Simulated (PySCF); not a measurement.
Species: C5H9 (charge 0, doublet). It need not be the lowest isomer of its formula. 
Structure (B3LYP-D3(BJ)/def2-TZVP (Ansatz) minimum search):
```
C
C 1 1.3783
H 2 1.0850 1 119.01
C 1 1.3866 2 126.16 3 0.02
H 4 1.0827 1 117.96 2 -179.84
H 1 1.0873 2 117.01 3 -179.97
C 2 1.4900 3 116.86 1 180.00
H 7 1.0912 2 111.53 3 -180.00
H 7 1.0957 8 107.96 2 122.81
H 7 1.0957 8 107.96 9 114.38
C 4 1.4941 5 117.83 1 -179.85
H 11 1.0894 4 111.42 5 -1.60
H 11 1.0954 12 107.72 4 122.82
H 11 1.0958 12 107.66 13 114.43
```
Charge 0, spin multiplicity 2.

Dispersion corrections to the total energy (kcal/mol) from the dftd3 and dftd4 libraries through PySCF: D3(BJ) without and D4 with the three-body term, each with the damping fitted for the functional named.

| functional | D3(BJ) | D4 |
|---|---|---|
| revPBE | -16.04 | -19.76 |
| BLYP | ___ | -12.66 |
| BP86 | -9.19 | -7.32 |
| CAM-B3LYP | -4.52 | -4.71 |
| B2GP-PLYP | -3.28 | ___ |
| HSE06 | -3.80 | ___ |
| TPSSh | -6.96 | -6.95 |

### Question
Fill in the missing entries.

### Answer

- BLYP, D3(BJ): -12.73
- B2GP-PLYP, D4: -2.36
- HSE06, D4: -4.36
